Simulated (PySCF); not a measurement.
ClIn, SMILES [In][Cl] (connectivity only; charge and spin as stated), charge +1, multiplicity 2.

Geometry: B3LYP-D3(BJ)/def2-TZVP. The multiplicity is an assumed one; other spin states were not compared. The def2 effective core potentials stand for the cores of In; spin–orbit coupling is left out.

Method: M06-2X/def2-TZVPD run with PySCF.

The molecule is in vacuum.

Computed frontier levels, dipole moment and polarisability:
| Quantity | Value |
|---|---|
| α spin, highest occupied and lowest empty level | -15.60 and -7.03 eV |
| β spin, highest occupied and lowest empty level | -16.16 and -11.10 eV |
| dipole moment about the centre of nuclear charge | 3.33 D |
| mean static polarisability | 42.8 bohr³ (6.34 Å³) |
| polarisability, principal values | 33.6, 33.6, 61.2 bohr³ |
| ⟨S²⟩ | 0.760 (pure state 0.75) |
